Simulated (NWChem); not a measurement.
# HSeOI; SMILES O[Se]I

```xyz
4

Se     0.3835     1.3213     0.0018
I     -0.0231    -1.1851     0.0045
O     -1.2762     1.9829     0.0677
H     -1.6058     2.0201    -0.8416
```
Atoms are numbered in this order, from 1.

Computed with NWChem. Structure relaxed at the PBE0/def2-SVP level. def2 effective core potentials on I; no spin-orbit coupling.

For level TPSS/STO-3G (all-electron, non-relativistic):

```
Property                     Value
---------------------------  -----
highest occupied level (eV)  -2.88
orbital gap (eV)              3.05
dipole (D)                    2.14
```

Q: Estimate the same quantities for level TPSS/def2-SVP (core potentials).

A: 
| Item | Result |
|---|---|
| highest occupied level (eV) | -5.46 |
| orbital gap (eV) | 2.15 |
| dipole (D) | 1.58 |
